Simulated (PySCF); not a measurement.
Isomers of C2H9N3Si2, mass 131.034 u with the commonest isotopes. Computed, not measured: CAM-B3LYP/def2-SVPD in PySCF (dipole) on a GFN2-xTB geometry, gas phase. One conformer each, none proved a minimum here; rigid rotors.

Question: Order these by rotational constant A, largest first.
A. `[N:1]#[C:2][SiH2:3][CH2:4][SiH:5]([NH2:6])[NH2:7]` with C2–Si3–C4–Si5 -56°, Si3–C4–Si5–N6 57°, C4–Si5–N6–H -71° and 63°, C4–Si5–N7–H -57° and 169°
B. `[N:1]#[C:2][Si@H:3]([NH2:4])[NH:5][CH2:6][SiH3:7]` with C2–Si3–N4–H -63° and 75°, C2–Si3–N5–C6 -47°, Si3–N5–C6–Si7 152°
C. `[N:1]#[C:2][SiH2:3][CH2:4][NH:5][SiH2:6][NH2:7]` with C2–Si3–C4–N5 180°, Si3–C4–N5–Si6 152°, C4–N5–Si6–N7 178°, N5–Si6–N7–H -177° and 50°

Answer: C (7127 MHz), B (2486 MHz), A (2312 MHz).

Question: Order these by radius of gyration √(Σ m r²/M), smallest first.
A. `[N:1]#[C:2][SiH2:3][CH2:4][NH:5][SiH2:6][NH2:7]` with C2–Si3–C4–N5 180°, Si3–C4–N5–Si6 152°, C4–N5–Si6–N7 178°, N5–Si6–N7–H -177° and 50°
B. `[N:1]#[C:2][Si@H:3]([NH2:4])[NH:5][CH2:6][SiH3:7]` with C2–Si3–N4–H -63° and 75°, C2–Si3–N5–C6 -47°, Si3–N5–C6–Si7 152°
C. `[N:1]#[C:2][SiH2:3][CH2:4][SiH:5]([NH2:6])[NH2:7]` with C2–Si3–C4–Si5 -56°, Si3–C4–Si5–N6 57°, C4–Si5–N6–H -71° and 63°, C4–Si5–N7–H -57° and 169°

Answer: C (2.077 Å), B (2.318 Å), A (2.707 Å).

Question: Order these by dipole moment, largest first.
A. `[N:1]#[C:2][SiH2:3][CH2:4][SiH:5]([NH2:6])[NH2:7]` with C2–Si3–C4–Si5 -56°, Si3–C4–Si5–N6 57°, C4–Si5–N6–H -71° and 63°, C4–Si5–N7–H -57° and 169°
B. `[N:1]#[C:2][SiH2:3][CH2:4][NH:5][SiH2:6][NH2:7]` with C2–Si3–C4–N5 180°, Si3–C4–N5–Si6 152°, C4–N5–Si6–N7 178°, N5–Si6–N7–H -177° and 50°
C. `[N:1]#[C:2][Si@H:3]([NH2:4])[NH:5][CH2:6][SiH3:7]` with C2–Si3–N4–H -63° and 75°, C2–Si3–N5–C6 -47°, Si3–N5–C6–Si7 152°

Answer: B (4.64 D), A (4.03 D), C (3.66 D).

| SMILES | point group | Ia (u·Å²) | Ib (u·Å²) | Ic (u·Å²) | κ | μa (D) | μb (D) | μc (D) |
| --- | --- | --- | --- | --- | --- | --- | --- | --- |
| N#C[SiH2]CN[SiH2]N | C1 | 70.91 | 901.00 | 948.97 | -0.99 | 4.25 | 1.86 | 0.15 |
| N#C[Si@H](N)NC[SiH3] | C1 | 203.31 | 536.01 | 668.64 | -0.78 | 0.46 | 3.61 | 0.45 |
| N#C[SiH2]C[SiH](N)N | C1 | 218.57 | 400.85 | 510.77 | -0.59 | 2.08 | 3.44 | 0.28 |
